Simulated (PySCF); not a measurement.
Below is a simulated gas-phase C 1s photoelectron spectrum of `CO[C@@]12C=C[C@@H]1C=C2F`.

Every computed line was given a Gaussian of 0.8 eV full width at half maximum and an area set by the number of equivalent atoms; the highest printed point is 100. Method: delta-SCF UKS SCAN, pcX-2 on the ionised atom, pcseg-1 elsewhere, spin-free X2C (PySCF).

binding energy (eV), intensity and a bar:
```
    289.2          0 
    289.3          0 
    289.4          1 
    289.5          2 #
    289.6          4 #
    289.7          8 ##
    289.8         15 ####
    289.9         25 #######
    290.0         38 ###########
    290.1         54 ################
    290.2         71 #####################
    290.3         85 ##########################
    290.4         96 #############################
    290.5        100 ##############################
    290.6         98 #############################
    290.7         91 ###########################
    290.8         80 ########################
    290.9         68 ####################
    291.0         55 #################
    291.1         43 #############
    291.2         33 ##########
    291.3         24 #######
    291.4         18 #####
    291.5         14 ####
    291.6         15 ####
    291.7         19 ######
    291.8         27 ########
    291.9         38 ###########
    292.0         51 ###############
    292.1         64 ###################
    292.2         75 ######################
    292.3         81 ########################
    292.4         83 #########################
    292.5         78 #######################
    292.6         68 #####################
    292.7         56 #################
    292.8         43 #############
    292.9         30 #########
    293.0         20 ######
    293.1         12 ####
    293.2          7 ##
    293.3          4 #
    293.4          2 #
    293.5          1 
    293.6          0 
    293.7          0
```

Q: How many maxima does the curve show, and how many computed lines lie under it?

A: The curve has 2 maxima (at 290.5 and 292.4 eV). Under it lie 7 lines from 7 inequivalent carbon sites. At this width some lines have no maximum of their own.

Q: Decompose the envelope and assign each component. Numbering: `[CH3:1][O:2][C@@:3]12[CH:4]=[CH:5][C@@H:6]1[CH:7]=[C:8]2[F:9]`.

A: 
| position (eV) | relative area | line | atoms | environment |
| --- | --- | --- | --- | --- |
| 290.39 | 1 | C 1s | C7 | alkene CH carbon |
| 290.42 | 1 | C 1s | C4 | alkene CH carbon |
| 290.54 | 1 | C 1s | C5 | alkene CH carbon |
| 290.96 | 1 | C 1s | C6 | sp3 carbon at a ring junction |
| 292.22 | 1 | C 1s | C1 | methoxy carbon |
| 292.33 | 1 | C 1s | C3 | sp3 carbon bound to oxygen |
| 292.57 | 1 | C 1s | C8 | vinylic C–F carbon |

Q: What are the centre and the root-mean-square width of the whole band?

A: The area-weighted mean of the lines is 291.35 eV. Their own spread about it is 0.91 eV (rms) and each Gaussian has σ = 0.8/2.355 = 0.34 eV; the variances add, which gives 0.97 eV.

The listed C 1s values span 2.18 eV, from C7 (bonded to C (double bond), C and H) to C8 (bonded to F, C (double bond) and C). The widest gap between neighbouring values is 1.26 eV, between 290.96 and 292.22 eV. The values 290.39 and 290.42 eV lie too close for their order to be trusted.

No satellites, vibrations or lifetime broadening are included. One conformer (not necessarily the lowest) at the PBE0-D3(BJ)/def2-SVP geometry, without solvent, vibrations or thermal averaging.

Conformer computed: `[CH3:1][O:2][C@@:3]12[CH:4]=[CH:5][C@@H:6]1[CH:7]=[C:8]2[F:9]`: C1–O2–C3–C4 77°.
